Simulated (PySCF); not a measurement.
Correlation energy of O (oxygen, neutral)

[He] 2s2 2p4, high-spin 3P determinant. All numbers are calculated (PySCF 2.14, the spin-free X2C one-electron Hamiltonian (Gaussian nucleus), in dyall-av3z (15s9p3d2f, 71 functions)). Frozen: 1s2; 6 electrons correlated; the 14 highest virtual orbitals of each spin left out.

| level | correlation energy (mhartree) |
| --- | --- |
| CCSD | -167.02 |
| (T) | -3.60 |
| CCSD(T) | -170.62 |

Diagnostics: T1 = 0.0077, D1 = 0.0126, largest double amplitude 0.026.

Problem. Is a single reference adequate?

Solution. Yes: T1 lies below 0.03 and no double amplitude reaches 0.07.
